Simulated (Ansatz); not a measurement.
A nudged elastic band was laid between two geometries of AlFH₆O₂Si (11 atoms, charge 0, multiplicity 1).

These are results of RKS PBE-D4/6-31G* (Ansatz), not measurements.

- movable images: 5
- climbing image: yes
- spring: 5.0 eV/Å²
- optimiser: quadratic models (default)
- start path: through a guess of the saddle point
- force threshold: 0.03 eV/Å
- iteration limit: 60
- end points: relaxed

Image 0:

```xyz
11
Properties=species:S:1:pos:R:3
Al -0.019 0.474 0.043
O 0.064 0.326 1.936
Si -1.448 -0.465 2.512
H -1.526 -1.949 2.377
H -1.040 -0.274 3.968
H -2.737 0.299 2.458
H 1.191 -0.287 -0.651
O -1.555 -0.438 0.385
H -2.395 -0.047 0.079
F -0.308 2.066 -0.403
H 0.712 0.582 2.620
```

Image 6:

```xyz
11
Properties=species:S:1:pos:R:3
Al -0.078 0.588 0.054
O 0.058 0.335 1.933
Si -1.490 -0.382 2.521
H -1.736 -1.836 2.250
H -0.971 -0.419 3.952
H -2.682 0.509 2.629
H 0.930 -0.319 -0.784
O -1.704 -0.132 0.426
H -1.967 -0.953 -0.029
F -0.086 2.234 -0.248
H 0.667 0.664 2.621
```

Task: What changes between the two ends?

Result: No bond is made or broken.

Task: What energy profile does the band end with?

Result: The run converged. The highest image is number 3 of 0 to 6, 0.058 eV above the first end and 0.038 eV above the last; the last end lies 0.020 eV above the first. A vibrational analysis at the climbing image gives one clearly imaginary mode, 280i cm⁻¹: a first-order saddle point.

```
image  path coordinate (Å)  energy (eV)
    0                 0.00        0.000
    1                 0.29        0.005
    2                 0.58        0.036
    3                 0.87        0.058
    4                 1.07        0.047
    5                 1.28        0.028
    6                 1.49        0.020
```

Task: What is the geometry of the highest image?

Result: 
```xyz
11
Properties=species:S:1:pos:R:3
Al -0.007 0.561 0.062
O 0.080 0.284 1.944
Si -1.483 -0.434 2.506
H -1.681 -1.906 2.326
H -1.021 -0.353 3.956
H -2.722 0.404 2.541
H 1.109 -0.236 -0.745
O -1.562 -0.267 0.437
H -2.289 -0.620 -0.098
F -0.132 2.205 -0.246
H 0.651 0.650 2.644
```

Task: What are the harmonic wavenumbers there?

Result: 280i, 71, 156, 214, 257, 266, 362, 401, 489, 545, 635, 672, 679, 707, 752, 800, 842, 918, 1013, 1029, 1058, 1926, 2051, 2182, 2207, 3731, 3796 cm⁻¹.

Time of the run: 5.2 min on 2 threads of Arm Neoverse V2, with other jobs on the host, peak memory 0.14 GiB.
